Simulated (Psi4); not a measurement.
C$_{4}$H$_{4}$N (SMILES [c-]1cc[nH]c1), charge -1, singlet, geometry from GFN2-xTB (a gas-phase anion, which may not be bound at this level); CCSD/6-31G (Psi4).

Here is a job for Psi4.
```
memory 2 GB

molecule {
-1 1
  H    -0.02361208   -0.00903330    2.11033186
  N    -0.01195216    0.01503237    1.09704447
  C     0.01575145    1.13269334    0.24842767
  C    -0.02097855   -1.08973227    0.28483805
  C     0.02524534    0.80457479   -1.08776751
  C     0.00064455   -0.64671222   -1.00864412
  H     0.02635805    2.11162462    0.73353758
  H    -0.04212282   -2.08743635    0.71986259
  H    -0.00093481   -1.32532347   -1.86416783
}

set basis 6-31g

energy('ccsd')
print_variables()
```

Problem. What does Psi4 print? Leave out banner, timings and long lists.

Solution. 
```
   => Loading Basis Set <=

    Name: 6-31G
    Role: ORBITAL
    Keyword: BASIS

         ---------------------------------------------------------
                                   SCF
               by Justin Turney, Rob Parrish, Andy Simmonett
                          and Daniel G. A. Smith
                              RHF Reference
         ---------------------------------------------------------

  ==> Geometry <==

    Molecular point group: c1
    Full point group: C1

    Geometry (in Angstrom), charge = -1, multiplicity = 1:

       Center              X                  Y                   Z               Mass
    ------------   -----------------  -----------------  -----------------  -----------------
         H           -0.024217210275    -0.028719447948     2.135816960720     1.007825032230
         N           -0.012557290275    -0.004653777948     1.122529570720    14.003074004430
         C            0.015146319725     1.113007192052     0.273912770720    12.000000000000
         C           -0.021583680275    -1.109418417948     0.310323150720    12.000000000000
         C            0.024640209725     0.784888642052    -1.062282409280    12.000000000000
         C            0.000039419725    -0.666398367948    -0.983159019280    12.000000000000
         H            0.025752919725     2.091938472052     0.759022680720     1.007825032230
         H           -0.042727950275    -2.107122497948     0.745347690720     1.007825032230
         H           -0.001539940275    -1.345009617948    -1.838682729280     1.007825032230

  Running in c1 symmetry.

  Rotational constants: A =      0.31797  B =      0.31185  C =      0.15744 [cm^-1]
  Rotational constants: A =   9532.57374  B =   9348.87793  C =   4719.91613 [MHz]
  Nuclear repulsion =  151.454016707876036

  Charge       = -1
  Multiplicity = 1
  Electrons    = 36
  Nalpha       = 18
  Nbeta        = 18

  ==> Algorithm <==

  SCF Algorithm Type is PK.
  DIIS enabled.
  MOM disabled.
  Fractional occupation disabled.
  Guess Type is SAD.
  Energy threshold   = 1.00e-08
  Density threshold  = 1.00e-08
  Integral threshold = 1.00e-12

  ==> Primary Basis <==

  Basis Set: 6-31G
    Blend: 6-31G
    Number of shells: 33
    Number of basis functions: 53
    Number of Cartesian functions: 53
    Spherical Harmonics?: false
    Max angular momentum: 1

  ==> Integral Setup <==

  Using in-core PK algorithm.
   Calculation information:
      Number of atoms:                   9
      Number of AO shells:              33
      Number of primitives:             86
      Number of atomic orbitals:        53
      Number of basis functions:        53

      Integral cutoff                 1.00e-12
      Number of threads:                 1

  Performing in-core PK
  Using 2049192 doubles for integral storage.
  We computed 153501 shell quartets total.
  Whereas there are 157641 unique shell quartets.

  ==> DiskJK: Disk-Based J/K Matrices <==

    J tasked:                  Yes
    K tasked:                  Yes
    wK tasked:                  No
    Schwarz Cutoff:          1E-12

  Minimum eigenvalue in the overlap matrix is 2.6558444971E-03.
  Reciprocal condition number of the overlap matrix is 4.8336587549E-04.
    Using symmetric orthogonalization.

  ==> Pre-Iterations <==

  SCF Guess: Superposition of Atomic Densities via on-the-fly atomic UHF (no occupation information).

   -------------------------
    Irrep   Nso     Nmo
   -------------------------
     A         53      53
   -------------------------
    Total      53      53
   -------------------------

  ==> Iterations <==

                        Total Energy        Delta E     RMS |[F,P]|

   @RHF iter SAD:  -207.56225382745663   -2.07562e+02   0.00000e+00
   @RHF iter   1:  -207.85939451838226   -2.97141e-01   9.30521e-03 ADIIS/DIIS
   @RHF iter   2:  -207.98408764088637   -1.24693e-01   4.84915e-03 ADIIS/DIIS
   @RHF iter   3:  -208.02223061579315   -3.81430e-02   9.99786e-04 ADIIS/DIIS
   @RHF iter   4:  -208.02415308996751   -1.92247e-03   4.16787e-04 ADIIS/DIIS
   @RHF iter   5:  -208.02452148456319   -3.68395e-04   8.03594e-05 DIIS
   @RHF iter   6:  -208.02455565829848   -3.41737e-05   4.53505e-05 DIIS
   @RHF iter   7:  -208.02456385906964   -8.20077e-06   1.26224e-05 DIIS
   @RHF iter   8:  -208.02456484117278   -9.82103e-07   4.46945e-06 DIIS
   @RHF iter   9:  -208.02456492108948   -7.99167e-08   1.54853e-06 DIIS
   @RHF iter  10:  -208.02456493432084   -1.32314e-08   4.46459e-07 DIIS
   @RHF iter  11:  -208.02456493533333   -1.01249e-09   1.06060e-07 DIIS
   @RHF iter  12:  -208.02456493538151   -4.81748e-11   3.14211e-08 DIIS
   @RHF iter  13:  -208.02456493538608   -4.57590e-12   1.56785e-08 DIIS
   @RHF iter  14:  -208.02456493538708   -9.94760e-13   3.93500e-09 DIIS
  Energy and wave function converged.

  ==> Post-Iterations <==

    Orbital Energies [Eh]
    ---------------------

    Doubly Occupied:

[...]
    Virtual:

[...]
    Final Occupation by Irrep:
              A
    DOCC [    18 ]
    NA   [    18 ]
    NB   [    18 ]

  @RHF Final Energy:  -208.02456493538708

   => Energetics <=

    Nuclear Repulsion Energy =            151.4540167078760362
    One-Electron Energy =                -588.9037467043582410
    Two-Electron Energy =                 229.4251650610951572
    Total Energy =                       -208.0245649353870760

Computation Completed

Properties will be evaluated at   0.000000,   0.000000,   0.000000 [a0]

Properties computed using the SCF density matrix

 Multipole Moments:

 ------------------------------------------------------------------------------------
     Multipole            Electronic (a.u.)      Nuclear  (a.u.)        Total (a.u.)
 ------------------------------------------------------------------------------------

 L = 1.  Multiply by 2.5417464519 to convert [e a0] to [Debye]
 Dipole X            :         -0.0036922           -0.0400236           -0.0437159
[...]
	Starting second half-transformation.
	Two-electron integral transformation complete.
	(VV|VV)...
	Starting second half-transformation.
	Two-electron integral transformation complete.
	Frozen core energy     =      0.00000000000000

	Size of irrep 0 of <ab|cd> integrals:      1.501 (MW) /     12.005 (MB)
	Total:                                     1.501 (MW) /     12.005 (MB)

	Size of irrep 0 of <ia|bc> integrals:      0.772 (MW) /      6.174 (MB)
	Total:                                     0.772 (MW) /      6.174 (MB)

	Size of irrep 0 of tijab amplitudes:       0.397 (MW) /      3.175 (MB)
	Total:                                     0.397 (MW) /      3.175 (MB)

	Nuclear Rep. energy          =    151.45401670787604
	SCF energy                   =   -208.02456493538708
	One-electron energy          =   -588.90374719288388
	Two-electron energy          =    229.42516554962103
	Reference energy             =   -208.02456493538679

            **************************
            *                        *
            *        CCENERGY        *
            *                        *
            **************************

    Nuclear Rep. energy (wfn)     =  151.454016707876036
    SCF energy          (wfn)     = -208.024564935387076
    Reference energy    (file100) = -208.024564935386792

    Input parameters:
    -----------------
    Wave function   =     CCSD
    Reference wfn   =     RHF
    Brueckner       =     No
    Maxiter         =     50
    R_Convergence   =     1.0e-07
    E_Convergence   =     1.0e-06
    Restart         =     Yes
    DIIS            =     Yes
    AO Basis        =     NONE
    ABCD            =     NEW
    Cache Level     =     2
    Cache Type      =     LOW
    Print Level     =     1
    Num. of threads =     1
    # Amps to Print =     10
    Print MP2 Amps? =     No
    Analyze T2 Amps =     No
    Print Pair Ener =     No
    Local CC        =     No
    SCS-MP2         =     False
    SCSN-MP2        =     False
    SCS-CCSD        =     False

MP2 correlation energy -0.4654675090431989
                Solving CC Amplitude Equations
                ------------------------------
  Iter             Energy              RMS        T1Diag      D1Diag    New D1Diag    D2Diag
  ----     ---------------------    ---------   ----------  ----------  ----------   --------
     0        -0.465467509043199    0.000e+00    0.000000    0.000000    0.000000    0.162936
     1        -0.473988519595110    8.268e-02    0.008966    0.032400    0.032400    0.167301
     2        -0.490211408166906    3.085e-02    0.009874    0.034699    0.034699    0.181202
     3        -0.494899211097425    1.540e-02    0.011971    0.042985    0.042985    0.188085
     4        -0.495056611385783    4.972e-03    0.012487    0.045921    0.045921    0.189971
     5        -0.495107126476485    2.826e-03    0.012847    0.048659    0.048659    0.190934
     6        -0.495126576339535    1.124e-03    0.013037    0.050102    0.050102    0.191081
     7        -0.495089877776719    4.758e-04    0.013102    0.050678    0.050678    0.190934
     8        -0.495092234590134    1.837e-04    0.013132    0.050939    0.050939    0.190881
     9        -0.495097179278360    5.564e-05    0.013136    0.050975    0.050975    0.190872
    10        -0.495095017711959    2.331e-05    0.013137    0.050987    0.050987    0.190867
    11        -0.495095531665202    8.881e-06    0.013137    0.050989    0.050989    0.190867
    12        -0.495095265132395    3.436e-06    0.013138    0.050990    0.050990    0.190867
    13        -0.495095247353756    1.394e-06    0.013137    0.050990    0.050990    0.190867
    14        -0.495095265889325    6.196e-07    0.013137    0.050990    0.050990    0.190867
    15        -0.495095272316908    3.074e-07    0.013137    0.050990    0.050990    0.190867
    16        -0.495095276580460    1.157e-07    0.013137    0.050990    0.050990    0.190867
    17        -0.495095278065124    4.459e-08    0.013137    0.050990    0.050990    0.190867

    Iterations converged.

    Largest TIA Amplitudes:
             17   0         0.0435184821
             16   1        -0.0248452597
             16  14        -0.0219722334
             15   1        -0.0195232753
             17   7        -0.0194475595
             13   1        -0.0165892449
             16   5        -0.0144313130
             15  12        -0.0138002936
             15  16         0.0136362801
             15   5        -0.0106236747

    Largest TIjAb Amplitudes:
     15  15   1   1        -0.0796591882
     16  16   1   1        -0.0785187001
     16  16   5   5        -0.0602698859
     17  17   5   5        -0.0394776611
     15  15   5   5        -0.0356680290
     16  16   1   5        -0.0329153577
     16  16   5   1        -0.0329153577
     13  13   1   1        -0.0309955923
     15  16   1   5        -0.0294733189
     16  15   5   1        -0.0294733189

    SCF energy       (wfn)                    = -208.024564935387076
    Reference energy (file100)                = -208.024564935386792

    Opposite-spin MP2 correlation energy      =   -0.347258423129679
    Same-spin MP2 correlation energy          =   -0.118209085913520
    Singles MP2 correlation energy            =   -0.000000000000000
    MP2 correlation energy                    =   -0.465467509043199
      * MP2 total energy                      = -208.490032444430000

    Opposite-spin CCSD correlation energy     =   -0.393610568922459
    Same-spin CCSD correlation energy         =   -0.101484709142664
    Singles CCSD correlation energy           =    0.000000000000000
    CCSD correlation energy                   =   -0.495095278065124
      * CCSD total energy                     = -208.519660213451914

  Variable Map:
  ----------------------------------------------------------------------------
[...]
  Array Variable Map:
  ----------------------------------------------------------------------------
[...]
[...]
```
